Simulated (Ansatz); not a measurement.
One change: `BN(C)CC` becomes `CCN(C)BCl`.

Ansatz, PBE0-D4/def2-TZVP geometries, multiplicity 1. Each molecule was computed in one conformer, which needn't be the lowest.

```
                                        property  `BN(C)CC`
  size of the dipole moment (PBE/def2-TZVPP) / D       2.11
               HOMO energy (PBE/def2-TZVPP) / eV      -6.18
              LUMO energy (PBE0/def2-TZVPP) / eV       0.21
           LUMO energy (ωB97M-V/def2-TZVPP) / eV       1.93
           HOMO–LUMO gap (B3LYP/def2-TZVPP) / eV       7.15
size of the dipole moment (B3LYP/def2-TZVPP) / D       1.98
```

Problem. What does the change do to each property? (Best estimate.)

Solution. Ansatz gave: 
```json
{"property": "size of the dipole moment (PBE/def2-TZVPP) / D", "`CCN(C)BCl`": "2.83", "shift": "0.72"}
{"property": "HOMO energy (PBE/def2-TZVPP) / eV", "`CCN(C)BCl`": "-6.13", "shift": "0.05"}
{"property": "LUMO energy (PBE0/def2-TZVPP) / eV", "`CCN(C)BCl`": "0.22", "shift": "0.01"}
{"property": "LUMO energy (ωB97M-V/def2-TZVPP) / eV", "`CCN(C)BCl`": "2.05", "shift": "0.12"}
{"property": "HOMO–LUMO gap (B3LYP/def2-TZVPP) / eV", "`CCN(C)BCl`": "7.16", "shift": "0.01"}
{"property": "size of the dipole moment (B3LYP/def2-TZVPP) / D", "`CCN(C)BCl`": "2.81", "shift": "0.83"}
```

Dipoles are sizes alone; their direction can turn.

B3LYP here is the variant with VWN-RPA as its local correlation; programs differ in this.
